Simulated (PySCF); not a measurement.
SMILES F[Si]([SiH3])([SiH3])[SiH3] (H9FSi4), CAM-B3LYP/def2-SVP optimised geometry.

```
14

F      0.82     1.51    -1.36
Si     0.27     0.76     0.00
Si     1.08     1.97     1.85
Si    -2.08     0.78    -0.06
Si     1.10    -1.43     0.00
H      2.57     1.99     1.86
H      0.60     1.31     3.09
H      0.58     3.37     1.82
H     -2.58     0.06    -1.26
H     -2.59     0.10     1.16
H     -2.59     2.18    -0.09
H      0.61    -2.18    -1.19
H      2.59    -1.43     0.00
H      0.62    -2.12     1.23
```

Density from CAM-B3LYP/def2-TZVP in PySCF at that geometry.

Minimum of the electron density along straight lines between bonded atoms, close to the bond critical point (lines longer than 1.1 times the sum of covalent radii, or with two minima, are not listed):

| bond | length / Å | ρ at the minimum / e bohr⁻³ | ∇²ρ there / e bohr⁻⁵ | position (fraction from the first atom) |
|---|---|---|---|---|
| F1–Si2 | 1.643 | 0.125 | 0.80 | 0.58 |
| Si2–Si3 | 2.351 | 0.096 | -0.17 | 0.52 |
| Si2–Si4 | 2.351 | 0.096 | -0.17 | 0.52 |
| Si2–Si5 | 2.351 | 0.096 | -0.17 | 0.52 |
| Si3–H6 | 1.489 | 0.120 | 0.15 | 0.49 |
| Si3–H7 | 1.491 | 0.119 | 0.15 | 0.49 |
| Si3–H8 | 1.489 | 0.120 | 0.15 | 0.49 |
| Si4–H9 | 1.489 | 0.120 | 0.15 | 0.49 |
| Si4–H10 | 1.491 | 0.119 | 0.15 | 0.49 |
| Si4–H11 | 1.489 | 0.120 | 0.15 | 0.49 |
| Si5–H12 | 1.489 | 0.120 | 0.15 | 0.49 |
| Si5–H13 | 1.489 | 0.120 | 0.15 | 0.49 |
| Si5–H14 | 1.491 | 0.119 | 0.15 | 0.49 |
